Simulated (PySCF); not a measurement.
Isomers of C6H10OS, mass 130.045 u with the commonest isotopes. Computed with PBE0/def2-SVPD in PySCF (dipole) on a GFN2-xTB geometry, gas phase. One conformer each, none proved a minimum here; rigid rotors.

Problem. Order these by out-of-plane moment Σ m c² = (Ia + Ib − Ic)/2, smallest first.
A. `[CH2:1]=[CH:2]/[C:3]([CH3:4])=[CH:5]/[S@@:6]([CH3:7])=[O:8]` with C1–C2–C3–C4 -2°, C3–C5–S6–C7 91°
B. `[CH3:1][C:2]#[C:3][CH2:4][S@:5](=[O:6])[CH2:7][CH3:8]` with C3–C4–S5–O6 173°, C4–S5–C7–C8 178°
C. `[CH3:1][C@@H:2]1[CH2:3][CH2:4][CH:5]=[CH:6][S@:7]1=[O:8]` with C1–C2–C3–C4 167°, C2–C3–C4–C5 46°, C3–C4–C5–C6 -7°, C5–C6–S7–O8 -136°

Solution. C (20.23 u·Å²), B (22.29 u·Å²), A (45.75 u·Å²).

Problem. Order these by rotational constant A, smallest first.
A. `[CH2:1]=[CH:2]/[C:3]([CH3:4])=[CH:5]/[S@@:6]([CH3:7])=[O:8]` with C1–C2–C3–C4 -2°, C3–C5–S6–C7 91°
B. `[CH3:1][C@@H:2]1[CH2:3][CH2:4][CH:5]=[CH:6][S@:7]1=[O:8]` with C1–C2–C3–C4 167°, C2–C3–C4–C5 46°, C3–C4–C5–C6 -7°, C5–C6–S7–O8 -136°
C. `[CH3:1][C:2]#[C:3][CH2:4][S@:5](=[O:6])[CH2:7][CH3:8]` with C3–C4–S5–O6 173°, C4–S5–C7–C8 178°

Solution. B (2385 MHz), C (2867 MHz), A (3984 MHz).

Problem. Order these by rotational constant B, largest first.
A. `[CH2:1]=[CH:2]/[C:3]([CH3:4])=[CH:5]/[S@@:6]([CH3:7])=[O:8]` with C1–C2–C3–C4 -2°, C3–C5–S6–C7 91°
B. `[CH3:1][C:2]#[C:3][CH2:4][S@:5](=[O:6])[CH2:7][CH3:8]` with C3–C4–S5–O6 173°, C4–S5–C7–C8 178°
C. `[CH3:1][C@@H:2]1[CH2:3][CH2:4][CH:5]=[CH:6][S@:7]1=[O:8]` with C1–C2–C3–C4 167°, C2–C3–C4–C5 46°, C3–C4–C5–C6 -7°, C5–C6–S7–O8 -136°

Solution. C (1840 MHz), B (900.3 MHz), A (853.7 MHz).

| SMILES | point group | Ia (u·Å²) | Ib (u·Å²) | Ic (u·Å²) | κ | μa (D) | μb (D) | μc (D) |
| --- | --- | --- | --- | --- | --- | --- | --- | --- |
| CC#CC[S@](=O)CC | C1 | 176.30 | 561.33 | 693.05 | -0.84 | 3.66 | 2.39 | 0.46 |
| C=C/C(C)=C/[S@@](C)=O | C1 | 126.85 | 591.96 | 627.31 | -0.97 | 3.39 | 2.65 | 1.27 |
| C[C@@H]1CCC=C[S@]1=O | C1 | 211.88 | 274.68 | 446.11 | 0.13 | 4.12 | 2.21 | 0.43 |
